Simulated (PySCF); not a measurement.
# Basis and Hamiltonian dependence of the excitation energy of Tc⁺

Tc⁺ [Kr] 4d5 5s1 (7S) → Tc⁺ [Kr] 4d4 5s1 6s1 (7D). All values are computed (PySCF 2.14, energy differences of UHF-based or UKS calculations, no spin-orbit coupling). Values in eV.

```
                                                                               basis       Hamiltonian  functions     UHF  r2SCAN    PBE0  MP2 (valence)
                                                        aug-cc-pVTZ-PP with ECP28MDF               ECP         88  13.818  14.517     n/a         14.384
                                                                      aug-cc-pVTZ-DK     spin-free X2C        102  13.620  14.464  14.238         14.192
aug-cc-pVTZ-PP with one added diffuse shell each of s, p, d, f, g type with ECP28MDF               ECP        113  13.773  14.478  14.287         14.340
                                                      aug-cc-pwCVTZ-PP with ECP28MDF               ECP        122  13.644  14.345  14.154         14.240
                                                                          dyall-av2z  non-relativistic        136  14.391  15.256  14.969         14.889
```

Frozen in the all-electron rows: valence: [Kr]; with a core potential, the same shells as far as they lie outside it.

Non-relativistic rows lack the scalar-relativistic shift.
